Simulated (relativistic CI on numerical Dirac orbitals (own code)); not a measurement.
## How the errors of a small relativistic CI change along the 20-electron sequence

Levels calculated with a relativistic CI code on KLI orbitals, against measured ones, in five cumulative steps: (1) Dirac-Coulomb, each configuration alone; (2) with Breit and QED terms; (3) with configuration mixing; (4) with scaled Slater integrals; (5) with a P86 correlation estimate. Each ion has its own short list of configurations; levels above 2,000 cm⁻¹ that pair in every step are counted, and ions without enough such levels are left out. The scale is 0.85 up to charge 4 and 0.9 beyond; P86 is a density functional added for each configuration.

Median relative error (%):

| Ion | Ground | Levels | (1) | (2) | (3) | (4) | (5) |
| --- | --- | --- | --- | --- | --- | --- | --- |
| Ca | 4s2 | 28 | 13.6 | 13.7 | 5.4 | 8.3 | 2.3 |
| Sc+ | 3d 4s | 23 | 8.6 | 8.5 | 8.6 | 7.9 | 4.4 |
| Ti2+ | 3d2 | 59 | 4.3 | 4.2 | 4.3 | 5.0 | 0.7 |
| V3+ | 3s2 3d2 | 60 | 2.0 | 2.0 | 1.8 | 2.2 | 0.8 |
| Cr4+ | 3s2 3d2 | 43 | 0.5 | 0.4 | 0.4 | 1.0 | 1.4 |
| Mn5+ | 3s2 3d2 | 36 | 0.3 | 0.4 | 0.3 | 0.4 | 1.8 |
| Fe6+ | 3s2 3d2 | 32 | 0.8 | 0.8 | 0.5 | 0.2 | 1.6 |
| Co7+ | 3s2 3d2 | 37 | 0.6 | 0.6 | 0.7 | 0.3 | 1.4 |

Mean absolute error (cm⁻¹):

| Ion | (1) | (2) | (3) | (4) | (5) |
| --- | --- | --- | --- | --- | --- |
| Ca | 4521 | 4551 | 2073 | 2238 | 803 |
| Sc+ | 2988 | 2960 | 2848 | 2608 | 1009 |
| Ti2+ | 4639 | 4567 | 4685 | 5454 | 858 |
| V3+ | 3721 | 3645 | 3170 | 4445 | 1923 |
| Cr4+ | 2081 | 2044 | 1616 | 2589 | 3484 |
| Mn5+ | 1542 | 1601 | 1472 | 1086 | 5849 |
| Fe6+ | 4060 | 4104 | 2469 | 939 | 7337 |
| Co7+ | 3797 | 3850 | 3166 | 1444 | 8692 |

In step (3), fully ab initio, the relative error is 5.4 % for Ca and 0.7 % for Co7+, while the absolute error goes from 2073 to 3166 cm⁻¹. The relative error falls from the first to the last ion but not steadily, and the ground configuration changes on the way. The sets of levels differ from ion to ion, which blurs the trend. Mixing (step 3) lowers the mean absolute error for 7 of the 8 ions and scaling (step 4) for 4. The P86 step changes the mean absolute error by a factor of 0.4 for the first ion and 6.0 for the last.

Sources of the measured levels: Ca, NIST Handbook of Basic Atomic Spectroscopic Data (Sansonetti and Martin, J. Phys. Chem. Ref. Data 34, 1559 (2005)); Sc+, NIST Handbook of Basic Atomic Spectroscopic Data (Sansonetti and Martin, J. Phys. Chem. Ref. Data 34, 1559 (2005)); Ti2+, Corliss and Sugar, J. Phys. Chem. Ref. Data 8, 1 (1979); V3+, Sugar and Corliss, J. Phys. Chem. Ref. Data 7, 1191 (1978); Cr4+, Sugar and Corliss, J. Phys. Chem. Ref. Data 6, 317 (1977); Mn5+, Corliss and Sugar, J. Phys. Chem. Ref. Data 6, 1253 (1977); Fe6+, Corliss and Sugar, J. Phys. Chem. Ref. Data 11, 135 (1982); Co7+, Sugar and Corliss, J. Phys. Chem. Ref. Data 10, 1097 (1981). Some J values or terms were assigned by a fit.
